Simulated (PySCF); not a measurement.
Basis-set dependence of BeN at r²SCAN

PySCF, UKS reference; quartet, unpaired electrons σ ↑, π ↑↑; De to Be + N without counterpoise correction.

```
      basis     relativity  functions  Re (Å)  ωe (cm⁻¹)  De (eV)  μ (D)
      3-21G  no relativity         18   1.664        865     1.75  -0.98
 6-31G(d,p)  no relativity         28   1.616        904     2.05  -1.24
aug-pcseg-1  no relativity         36   1.631        868     1.98  -1.42
  def2-TZVP  no relativity         50   1.615        912     2.06  -1.32
```

(1) How does each smaller set differ from the one with most functions, def2-TZVP?

A positive dipole means Be(−)N(+). 3-21G is very small, so such numbers show the basis as much as the molecule. The state was picked by a PBE0 search and need not be the measured ground state.

Results:

(1) 3-21G: +4.9 pm, -5.2 % in ωe, -0.31 eV in De; 6-31G(d,p): +0.1 pm, -0.9 % in ωe, -0.01 eV in De; aug-pcseg-1: +1.6 pm, -4.8 % in ωe, -0.08 eV in De. All at r²SCAN; the set with most functions is neither the basis-set limit nor always the best.
